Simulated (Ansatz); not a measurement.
C₅H₁₄BrNSn (`C[CH2][Sn]([CH3])([Br])[N](C)C`), relaxed with RKS PBE0-D4/def2-TZVP in the Gaussian-basis code of Ansatz from a PBE-D4/def2-SVP geometry. The force threshold is 0.005 eV/Å; the program also tests the step.

Total charge 0; spin multiplicity 1. Sn: def2 effective core potential.

Start:

```xyz
22

C    -0.256   -0.741    2.734
C    -0.458    0.617    2.063
Sn   -0.872    0.409   -0.064
C    -1.398    2.174   -1.221
Br   -2.880   -1.136   -0.279
N     0.669   -0.738   -0.835
C     0.499   -1.395   -2.113
C     2.026   -0.314   -0.567
H    -0.047   -0.627    3.819
H    -1.157   -1.379    2.630
H     0.590   -1.299    2.284
H     0.436    1.270    2.156
H    -1.314    1.176    2.493
H    -0.553    2.890   -1.218
H    -1.618    1.860   -2.258
H    -2.294    2.649   -0.778
H     1.146   -2.303   -2.169
H    -0.550   -1.735   -2.239
H     0.765   -0.758   -2.997
H     2.440    0.420   -1.309
H     2.109    0.150    0.440
H     2.719   -1.190   -0.572
```

| step | energy (eV) | largest force (eV/Å) | largest move (Å) |
| --- | --- | --- | --- |
| 1 | -82769.3893 | 0.537 | 0.000 |
| 2 | -82769.4963 | 0.316 | 0.087 |
| 3 | -82769.5090 | 0.054 | 0.053 |
| 4 | -82769.5099 | 0.042 | 0.018 |
| 5 | -82769.5104 | 0.012 | 0.011 |
| 6 (rejected) | -82769.5102 | 0.039 | 0.018 |
| 7 | -82769.5105 | 0.003 | 0.009 |
| 8 | -82769.5110 | 0.026 | 0.047 |
| 9 | -82769.5112 | 0.027 | 0.031 |
| 10 | -82769.5115 | 0.027 | 0.046 |
| 11 | -82769.5116 | 0.024 | 0.019 |
| 12 | -82769.5118 | 0.028 | 0.041 |
| 13 | -82769.5119 | 0.036 | 0.035 |
| 14 | -82769.5120 | 0.018 | 0.013 |
| 15 | -82769.5120 | 0.012 | 0.005 |
| 16 | -82769.5120 | 0.012 | 0.000 |
| 17 | -82769.5121 | 0.004 | 0.009 |
| 18 | -82769.5121 | 0.003 | 0.012 |
| 19 | -82769.5121 | 0.001 | 0.007 |

End:

```xyz
22

C    -0.224   -0.670    2.758
C    -0.427    0.646    2.021
Sn   -0.865    0.359   -0.054
C    -1.428    2.052   -1.230
Br   -2.839   -1.177   -0.199
N     0.633   -0.732   -0.855
C     0.506   -1.236   -2.198
C     1.993   -0.437   -0.487
H    -0.010   -0.497    3.817
H    -1.114   -1.300    2.697
H     0.607   -1.243    2.341
H     0.458    1.285    2.084
H    -1.260    1.214    2.441
H    -0.627    2.792   -1.229
H    -1.617    1.724   -2.252
H    -2.336    2.496   -0.823
H     1.103   -2.150   -2.319
H    -0.533   -1.501   -2.413
H     0.845   -0.523   -2.969
H     2.470    0.326   -1.127
H     2.053   -0.085    0.547
H     2.613   -1.342   -0.554
```

It took 29 s on 6 threads of an AMD EPYC 7R13 on a shared host and a share of an NVIDIA H100 80 GB, with 1.1 GiB of host memory at the peak.
